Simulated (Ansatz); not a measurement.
Cost and result up the ladder for B₆H₂ (the lowest singlet isomer of a short search) (8 atoms). Charge 0, multiplicity 1. Geometry: PBE0-D4/def2-SVP.

```xyz
8

B     1.1456    0.1713    1.7992
B    -0.1269   -0.3269    0.8046
B    -1.1456   -0.1715   -1.7992
B    -1.2093   -0.6813   -0.2664
B     1.2095    0.6811    0.2663
B     0.1267    0.3273   -0.8045
H     1.5476    0.0819    2.9206
H    -1.5475   -0.0820   -2.9207
```

Ansatz on 4 threads of Arm Neoverse V2 on a shared host. Times are rough, and most runs start from the orbitals of an earlier one. No level here is sound enough to serve as a yardstick. Binding counts from free atoms at the same level (B doublet, H doublet; other spins of the atoms weren't run), without zero-point energy or a counterpoise term.

B3LYP takes the VWN-RPA correlation. Correlated methods freeze 6 core orbitals. The structure comes from a short search, and lower isomers may exist.

Run but left out: HF/def2-TZVP (restricted singlet, unstable towards broken spin symmetry); HF/STO-3G, HF/6-31G, PBE-QIDH/def2-TZVP (restricted singlet, unstable in another Hartree–Fock run and untested here).

Correlated methods converge slowly with the basis.

```csv
level,functions,wall time,binding energy per atom (eV),remarks
B3LYP-D4/6-31G,58,0.55 s,4.03,restricted SCF unstable in HF
PBE-D4/def2-SVP,94,0.6 s,4.38,restricted SCF unstable in HF
PBE0-D4/def2-SVP,94,0.71 s,4.30,restricted SCF unstable in HF
revPBE-D4/def2-TZVP,198,1.4 s,4.18,restricted SCF unstable in HF
BLYP-D4/def2-TZVP,198,1.5 s,4.10,restricted SCF unstable in HF
PBE-D4/def2-TZVP (with forces),198,1.7 s,4.32,restricted SCF unstable in HF
PBE0-D4/def2-TZVP,198,1.8 s,4.23,restricted SCF unstable in HF
MP2/def2-TZVP,198,2 s,4.13,restricted SCF unstable
PBE-D4/def2-TZVPD,240,2.3 s,4.32,restricted SCF unstable in HF
r2SCAN-D4/def2-TZVP,198,2.7 s,4.25,restricted SCF unstable in HF
r2SCANh-D4/def2-TZVP,198,3 s,4.21,restricted SCF unstable in HF
r2SCAN-D4/def2-TZVPD,240,4.5 s,4.24,restricted SCF unstable in HF
B97M-V/def2-TZVP,198,5 s,4.26,restricted SCF unstable in HF
CCSD(T)/def2-TZVPP,214,40 s,3.92,restricted SCF unstable
```
